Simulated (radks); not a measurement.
The numbers below are computed, except where a source is named.
Neutral magnesium, configuration [Ne] 3s1 3p1 (not the ground configuration). Code: a radial shooting solver on a logarithmic mesh with Libxc functionals. Model: scalar-relativistic Kohn-Sham, BLYP, spin-polarised, spherical densities, finite nucleus; open shells are filled with parallel spins first; Fermi nuclear charge, rms radius 3.057 fm. Some entries of the table are withheld. Estimate them.

| orbital | occ. | eigenvalue (hartree) | <r^2> (bohr^2) | <r> (bohr) |
|---|---|---|---|---|
| 1s up | 1 | -46.39522 | (1) | 0.1306 |
| 1s down | 1 | -46.39116 | (2) | 0.1306 |
| 2s up | 1 | (3) | (4) | 0.6976 |
| 2s down | 1 | (5) | (6) | 0.6976 |
| 2p up | 3 | -1.77558 | 0.6114 | 0.6892 |
| 2p down | 3 | -1.76973 | 0.6097 | 0.6886 |
| 3s up | 1 | -0.21878 | 10.42 | 2.988 |
| 3p up | 1 | -0.08021 | 20.13 | 4.102 |

Answer. 
(1) 1s up <r^2> (bohr^2): 0.02300
(2) 1s down <r^2> (bohr^2): 0.02300
(3) 2s up eigenvalue (hartree): -2.99041
(4) 2s up <r^2> (bohr^2): 0.5866
(5) 2s down eigenvalue (hartree): -2.98499
(6) 2s down <r^2> (bohr^2): 0.5864
